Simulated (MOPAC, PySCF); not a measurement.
CH₅BO, SMILES `CBO` (C–B–O–H torsion 180°), neutral singlet in the gas phase. 

Cartesian coordinates (Å):
```xyz
8

C     -0.9918     0.1798     0.0113
B      0.4891    -0.3045    -0.0825
O      1.4921     0.5428     0.2720
H     -1.0886     1.2057     0.3697
H     -1.5646    -0.4779     0.6740
H     -1.4790     0.1031    -0.9666
H      0.7718    -1.4099    -0.4607
H      2.3709     0.1607     0.1828
```
Charge 0, multiplicity 1.

All levels are single points at this geometry (B3LYP-D3(BJ)/def2-TZVP); Pople sets use spherical d functions. Orbital energies aren't observables, and empty levels follow the basis.

```tsv
level	HOMO (eV)	LUMO (eV)	gap (eV)	dipole (D)	vertical IE, Delta-SCF (eV)
B3LYP-D3(BJ)/def2-TZVP in PySCF	-8.38	-0.05	8.33	1.09	11.12
PBE-D3(BJ)/def2-TZVP in PySCF	-7.09	-0.81	6.28	1.02	10.74
B3LYP/3-21G in PySCF	-7.98	0.55	8.53	1.36	–
BP86/6-31G* in PySCF	-6.89	-0.39	6.50	1.09	–
SVWN5/6-31G* in PySCF	-6.78	-0.53	6.24	1.09	10.63
HF/3-21G in PySCF	-12.03	4.57	16.60	1.50	–
HF/STO-3G in PySCF	-10.34	8.54	18.88	1.20	–
PM6 in MOPAC	-10.68	1.10	11.78	1.27	–
PM7 in MOPAC	-10.81	0.09	10.90	1.32	–
```
